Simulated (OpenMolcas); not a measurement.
Levels of Te V by method

```json
{
  "Program": "OpenMolcas",
  "Basis": "ANO-RCC-VQZP [8s7p5d3f2g]",
  "Scalar Hamiltonian": "DKH2, point nucleus",
  "Active space": "2 electrons in 8 orbitals (5s 5p 6s 6p)",
  "State averaging": "2S+1 = 3 even, 3 roots; 2S+1 = 1 even, 7 roots; 2S+1 = 3 odd, 3 roots; 2S+1 = 1 odd, 3 roots",
  "Spin-orbit coupling": "RASSI with atomic mean-field integrals over the reference wave functions, term energies averaged over their components"
}
```

Methods on the same reference wave functions:
A. CASSCF
B. SS-CASPT2, IPEA 0.25 Eh, imaginary shift 0.1 Eh (closed shells correlated: 4d)
C. MS-CASPT2, IPEA 0.25 Eh, imaginary shift 0.1 Eh (closed shells correlated: 4d)

Energies in cm⁻¹ above 5s² ¹S₀, the measured ground level; measured values from Moore, Atomic Energy Levels, vol. III, NSRDS-NBS 35 (1971 reprint of NBS Circular 467, 1958).

```tsv
Level	A	B	C	Measured
5s² ¹S₀	0.0	0.0	0.0	0.0
5s 5p ³P°₀	71512	75020	75590	
5s 5p ³P°₁	74204	77540	78100	
5s 5p ³P°₂	80656	84170	84730	
5s 5p ¹P°₁	120505	108900	109460	111707
5p² ³P₀	175624	176330	176880	176248
5p² ³P₁	180051	181210	181770	182419
5p² ¹S₀	219942	211190	212320
```

Deviations, from unrounded energies. A percentage is the sum of absolute deviations over the sum of measured energies, with the sign that they share, or ± where signs differ.

```
           Against measurement  Levels     A     B     C
mean absolute deviation (cm-1)       3  3900  1400  1200
      other configurations (%)       3  ±2.5  ±0.9  ±0.8
```

C lies closest to measurement on these levels and A furthest from it. The largest miss of C in the table is 5s 5p ¹P°₁, by -2200 cm-1. The ranking rests on the paired levels alone, and a cruder setting can come out closer through cancelling errors.

Between B and C the level of the table that moves most is 5p² ¹S₀, by 1100 cm-1 (lowest in B, highest in C). Moves below CASPT2's spread within the term are not significant.

The lowest spin-free term lies below A's lowest term by 0.444 hartree in B, 0.446 hartree in C.

Over all roots computed the reference weight is 0.88 to 0.95 in B, 0.88 to 0.95 in C; the roots of lowest weight are the least certain, and an intruder state may touch them. Active for correlation alone: 6p 6s; no level in the range computed is led by a configuration that fills them, so any true level of that kind is missing. The ¹D term of p² mixes with s d, which this space lacks. Measured partners are found by configuration, term and J. A level has none where our copy of the source lacks it or the pairing is in doubt (some pairs that miss far off the trend of their configuration count as doubtful), and it then counts in no deviation. Only configurations of the active space appear. The table leaves out levels that lie high or whose names do not pair safely across all columns.

° marks odd parity.
